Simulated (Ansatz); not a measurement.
A CCSD(T) single point on `C[SiH2]C(N)F`.

```yaml
crystal:
  periodic: [false, false, false]
  atoms:
    - {symbol: C, position_ang: [-0.982837, 0.869913, 1.215718]}
    - {symbol: Si, position_ang: [0.309690, 1.051430, -0.122216]}
    - {symbol: C, position_ang: [0.885759, -0.672250, -0.698958]}
    - {symbol: N, position_ang: [-0.189675, -1.506484, -1.047608]}
    - {symbol: F, position_ang: [1.682472, -1.220126, 0.352256]}
    - {symbol: H, position_ang: [-1.270278, 1.848820, 1.605859]}
    - {symbol: H, position_ang: [-1.886951, 0.389252, 0.834162]}
    - {symbol: H, position_ang: [-0.594728, 0.276002, 2.046376]}
    - {symbol: H, position_ang: [-0.238331, 1.777976, -1.299425]}
    - {symbol: H, position_ang: [1.497893, 1.786898, 0.384112]}
    - {symbol: H, position_ang: [1.565739, -0.594857, -1.552996]}
    - {symbol: H, position_ang: [-0.856657, -1.632873, -0.299462]}
    - {symbol: H, position_ang: [0.098206, -2.408501, -1.403117]}
basis:
  gaussian: {orbitals: def2-TZVPP}
correlation: {method: ccsd_t}
```

```sh
$ ansatz run in.yaml --threads 4 --pin off --events-out ev --progress --plain --max-ram 10444MiB
```

Log, shortened:

```
Functional definition: HF
1627 factors; integrals over basis functions are off by at most 9.9e-4 eV
mean field evaluation 1: about -14236.1455 eV, gradient 4.1e1 eV
mean field evaluation 2: about -14236.3823 eV, gradient 4.1e1 eV
mean field evaluation 4: about -14240.3627 eV, gradient 4.1e0 eV
mean field evaluation 8: about -14240.4265 eV, gradient 3.0e-1 eV
mean field -14240.42683983 eV, -523.3260338559 hartree, gradient 2.2e-6 eV, S^2 0.000000; 0 other end points of the search recorded, 0 dependent functions left out
9 core orbitals not correlated: weight in the atoms' cores, before any rotation towards them, 1.000 or more for the frozen orbitals, at most 0.000 for the correlated occupied ones
reference -14240.42683983 eV, -523.3260338559 hartree; 16, 16 occupied and 253, 253 virtual orbitals, 1627 factors
second order -25.58122567 eV of doubles, -0.00000000 eV of singles
cycle   1  -26.14615737 eV  change   -5.6e-1 eV  update   1.0e-1
cycle   2  -26.74433588 eV  change   -6.0e-1 eV  update   3.1e-2
cycle   3  -26.87600953 eV  change   -1.3e-1 eV  update   1.6e-2
cycle   4  -26.86674739 eV  change    9.3e-3 eV  update   3.6e-3
cycle   5  -26.86493816 eV  change    1.8e-3 eV  update   1.6e-3
cycle   6  -26.86548713 eV  change   -5.5e-4 eV  update   5.3e-4
cycle   7  -26.86524464 eV  change    2.4e-4 eV  update   2.0e-4
cycle   8  -26.86516032 eV  change    8.4e-5 eV  update   6.4e-5
cycle   9  -26.86517962 eV  change   -1.9e-5 eV  update   2.6e-5
perturbative correction -0.96642697 eV, -0.0355155360 hartree
Total energy: -14268.25844642 eV, -524.3488265331 hartree
```

Hardware: 4 threads of an Arm Neoverse V2 on a shared host. Wall time 3.3 min, peak host memory 8 GiB.

The correlation energy is -27.832 eV, 3.5 % of it from (T); the T1 diagnostic reads 0.0114.
